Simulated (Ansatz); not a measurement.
Species: C$_{5}$H$_{7}$Si, charge 0, multiplicity 2. It need not be the lowest isomer of its formula. 
Structure (B3LYP-D3(BJ)/def2-TZVP (Ansatz, a program for electronic structure) minimum search):
SMILES: [SiH3]C1=C[CH]C=C1
```xyz
13

Si     2.0620     0.0627     0.1628
C      0.2195    -0.0112     0.0159
C     -0.5453    -1.1349    -0.1309
C     -1.9601    -0.7456    -0.2086
C     -2.0374     0.6283    -0.1066
C     -0.7200     1.1108     0.0322
H      2.6586     0.8723    -0.9294
H      2.6037    -1.3146     0.0960
H      2.4769     0.6857     1.4449
H     -0.1862    -2.1521    -0.1834
H     -2.7868    -1.4308    -0.3257
H     -2.9333     1.2274    -0.1281
H     -0.4403     2.1502     0.1353
```
Charge 0, spin multiplicity 2.

Total electronic energies in hartree. Correlated levels leave the core frozen unless marked. Open shells are spin-unrestricted. Spin-orbit coupling is left out. Non-relativistic. CBS marks a two-point X^-3 extrapolation of the correlation energy; Hartree-Fock from the larger set. [CCSD(T)-MP2]/basis is that difference in the basis named.

The UHF reference is spin-contaminated (<S^2> 0.21 over the pure value in the largest basis). 

| level | program | energy (Eh) |
|---|---|---|
| revPBE-D3(BJ)/def2-TZVPD | Ansatz + dftd3 | -484.15143 |
| PBE0-D4/def2-TZVPD | Ansatz + dftd4 | -483.88682 |
| LC-wPBE-D4/def2-TZVPD | Ansatz + dftd4 | -484.01649 |
| SCS-MP2/cc-pV(D+d)Z | Ansatz | -483.02152 |
| SCS-MP2/cc-pV(T+d)Z | Ansatz | -483.24681 |
| CCSD/6-31G | Ansatz | -482.67474 |
| CCSD/cc-pV(D+d)Z | Ansatz | -483.10237 |
| RI-MP2/CBS(cc-pV(T+d)Z,cc-pV(Q+d)Z)+[CCSD(T)-MP2]/cc-pV(D+d)Z | Ansatz | -483.4673 |
| CCSD(T)/CBS(cc-pV(T+d)Z,cc-pV(Q+d)Z) | Ansatz | -483.4585 |

Totals of different functionals don't rank their quality; only differences between species are comparable.
